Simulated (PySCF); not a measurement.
Compound: C5H12N2Si.
Z-matrix (Å and degrees, PBE0-D3(BJ)/def2-SVP geometry), rows numbered from 1:
```
C 
C   1  1.3334
C   2  1.4990  1  124.74
N   3  1.4564  2  112.67  1  -122.79
Si  4  1.7660  3  121.08  2    80.47
N   4  1.3502  3  113.28  2   -89.90
C   6  1.2768  4  121.06  3   171.30
C   7  1.4894  6  120.80  4   178.32
H   1  1.0934  2  121.67  3   179.40
H   1  1.0955  2  121.33  3    -0.82
H   2  1.0971  1  120.13  3  -178.60
H   3  1.1021  2  110.11  1     0.06
H   3  1.1022  2  110.31  1   118.65
H   5  1.4947  4  110.20  3   132.11
H   5  1.4885  4  105.46  3    12.85
H   5  1.4969  4  112.93  3  -107.45
H   7  1.1070  6  121.94  4    -1.39
H   8  1.1032  7  111.32  6  -118.64
H   8  1.1029  7  111.33  6   122.26
H   8  1.0983  7  109.63  6     1.66
```

The calculation used PBE0-D3(BJ)/def2-SVP geometry optimisation, gas phase (PySCF 2.14.0).

Masses are those of the commonest isotopes; rigid-rotor values at the optimised geometry. The values belong to one conformer with, in the numbering `[CH2:1]=[CH:2][CH2:3][N:4]([SiH3:5])/[N:6]=[CH:7]/[CH3:8]`, C1–C2–C3–N4 -123°, C2–C3–N4–Si5 80°, C3–N4–N6–C7 171°.

Task: Give the principal moments of inertia and the rotational constants in MHz.

Result: Ia = 201.56, Ib = 520.01, Ic = 657.83 u·Å²; 505379 MHz·u·Å²/I gives A = 2507, B = 971.9, C = 768.3 MHz.

Task: What kind of rotor is it?

Result: An asymmetric top; Ray's κ = -0.766.

Task: Is it planar, by Δ = Ic − Ia − Ib?

Result: Not planar: Δ = Ic − Ia − Ib = -63.74 u·Å². For a rigid frame Δ = −2 Σ m c², so Σ m c² = 31.87 u·Å² lies off the ab plane: 12.63 from hydrogen and 19.25 from heavier atoms. The atom farthest from that plane is 1.61 Å away.

Task: Give the other two planar moments, Paa and Pbb, and the rms extents of the mass along the axes.

Result: Paa = Σ m a² = (Ib + Ic − Ia)/2 = 488.14 and Pbb = Σ m b² = (Ia + Ic − Ib)/2 = 169.69 u·Å². With the mass M = 128.08 u, the rms extents √(P/M) along a, b and c are 1.95, 1.15, 0.50 Å.

Task: Give the coordinates in the principal-axis frame, origin at the centre of mass.

Result: The sense of each axis is arbitrary; atoms in the order of the calculation.
| atom | mass (u) | a (Å) | b (Å) | c (Å) |
| --- | --- | --- | --- | --- |
| C1 | 12.000 | -3.292 | -0.810 | -0.521 |
| C2 | 12.000 | -2.011 | -1.092 | -0.286 |
| C3 | 12.000 | -1.214 | -0.553 | 0.864 |
| N4 | 14.003 | -0.022 | 0.165 | 0.433 |
| Si5 | 27.977 | -0.118 | 1.837 | -0.127 |
| N6 | 14.003 | 1.065 | -0.627 | 0.317 |
| C7 | 12.000 | 2.145 | -0.191 | -0.205 |
| C8 | 12.000 | 3.353 | -1.058 | -0.297 |
| H9 | 1.008 | -3.823 | -1.225 | -1.383 |
| H10 | 1.008 | -3.862 | -0.153 | 0.145 |
| H11 | 1.008 | -1.456 | -1.745 | -0.972 |
| H12 | 1.008 | -1.843 | 0.107 | 1.483 |
| H13 | 1.008 | -0.863 | -1.378 | 1.505 |
| H14 | 1.008 | 0.933 | 2.665 | 0.538 |
| H15 | 1.008 | -1.476 | 2.308 | 0.260 |
| H16 | 1.008 | 0.070 | 1.968 | -1.606 |
| H17 | 1.008 | 2.229 | 0.839 | -0.602 |
| H18 | 1.008 | 4.197 | -0.630 | 0.270 |
| H19 | 1.008 | 3.691 | -1.165 | -1.341 |
| H20 | 1.008 | 3.124 | -2.053 | 0.108 |

Task: List the rotational levels J(Ka,Kc) to J = 2 (MHz).

Result: Above 0(0,0):
J = 1: 1(0,1) 1740, 1(1,1) 3276, 1(1,0) 3479
J = 2: 2(0,2) 5201, 2(1,2) 6552, 2(1,1) 7163, 2(2,1) 11770, 2(2,0) 11789
Those of J = 1 are B + C, A + C and A + B.

Task: Which types of transition are allowed, and where do some lines up to J = 4 fall?

Result: The dipole components are |μa| = 0.05 D, |μb| = 0.63 D, |μc| = 0.31 D. The squared components, which scale the intensities, stand as 0.01 : 1.00 : 0.25 (a : b : c). Some lines, for components of 0.1 D or more:

| type | branch | J(Ka,Kc) | MHz | lower level (cm⁻¹) |
| --- | --- | --- | --- | --- |
| b | R | 3(1,2) ← 2(2,1) | 907 | 0.393 |
| c | Q | 3(1,3) ← 3(0,3) | 1109 | 0.345 |
| c | Q | 2(1,2) ← 2(0,2) | 1351 | 0.174 |
| b | Q | 2(1,1) ← 2(0,2) | 1962 | 0.174 |
| b | R | 4(1,3) ← 3(2,2) | 3013 | 0.567 |
| b | Q | 4(2,2) ← 4(1,3) | 4207 | 0.667 |
| c | Q | 3(2,2) ← 3(1,2) | 4314 | 0.423 |
| c | Q | 2(2,1) ← 2(1,1) | 4607 | 0.239 |
| b | R | 2(1,2) ← 1(0,1) | 4812 | 0.058 |
| b | R | 3(1,3) ← 2(0,2) | 6254 | 0.174 |
| b | Q | 4(3,2) ← 4(2,3) | 8247 | 0.798 |
| c | R | 2(2,0) ← 1(1,0) | 8309 | 0.116 |
| c | R | 2(2,1) ← 1(1,1) | 8494 | 0.109 |
| b | R | 3(2,2) ← 2(1,1) | 9827 | 0.239 |
| b | R | 4(2,3) ← 3(1,2) | 11259 | 0.423 |
| c | Q | 4(4,1) ← 4(3,1) | 11422 | 1.074 |
| c | R | 4(2,2) ← 3(1,2) | 11533 | 0.423 |
| c | R | 3(3,1) ← 2(2,1) | 13418 | 0.393 |
| b | R | 3(3,0) ← 2(2,1) | 13419 | 0.393 |
| b | R | 4(3,2) ← 3(2,1) | 15100 | 0.570 |
| b | R | 4(3,1) ← 3(2,2) | 15201 | 0.567 |
| b | R | 4(4,1) ← 3(3,0) | 18424 | 0.840 |
| b | R | 4(4,0) ← 3(3,1) | 18425 | 0.840 |

Task: Estimate the classical rotational partition function at 25 K, 50 K and 100 K.

Result: Point group C1, symmetry number σ = 1; q = (√π/σ)·√((kT/h)³/(ABC)), k/h = 20836.6 MHz/K: 15400 at 25 K, 43600 at 50 K, 123000 at 100 K.

No frequency check. Constants of a rigid frame at the computed geometry: no zero-point averaging, no centrifugal distortion. A rigid rotor knows nothing of internal rotation, which can split or shift real lines. Quadrupole hyperfine structure (14N) is left out.
